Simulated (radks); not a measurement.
All-electron atom: Pb LIV in [Ar] 3d10 4s1. Method: scalar-relativistic Kohn-Sham, PBE, spin-unpolarised, spherical densities, point nucleus; computed with a radial shooting solver on a logarithmic mesh with Libxc functionals.

Normalised radial functions P(r) = r R(r), r in bohr:

r              4s       4p
0.001676   0.3462   0.0195
0.002148   0.4025   0.0292
0.002775   0.4628   0.0443
0.003556   0.5193   0.0659
0.004593   0.5680   0.0989
0.005886   0.5953   0.1451
0.007604   0.5877   0.2127
0.009744   0.5271   0.3027
0.01259    0.3896   0.4243
0.01613    0.1701   0.5679
0.02083   -0.1416   0.7287
0.0267    -0.4881   0.8636
0.03449   -0.7999   0.9190
0.0442    -0.9190   0.8092
0.05709   -0.6998   0.4475
0.07316   -0.1026  -0.1477
0.0945     0.7281  -0.8531
0.1211     1.2856  -1.2759
0.1564     1.0563  -1.0225
0.2005    -0.0643  -0.0006
0.259     -1.4801   1.3365
0.3318    -2.0969   2.0252
0.4286    -1.6028   1.6707
0.5493    -0.7209   0.8238
0.7096    -0.1690   0.2176
0.9093    -0.0199   0.0296
1.175     -0.0009   0.0015
1.505     0.0000   0.0000

4s: eigenvalue -3265.1 eV, 3 radial nodes at r = 0.0187, 0.0756, 0.198 bohr, <r> = 0.337 bohr, 90 % of the charge inside 0.475 bohr. 4p (empty): eigenvalue -3017.8 eV, 2 radial nodes at r = 0.0693, 0.200 bohr, <r> = 0.346 bohr, 90 % of the charge inside 0.493 bohr.
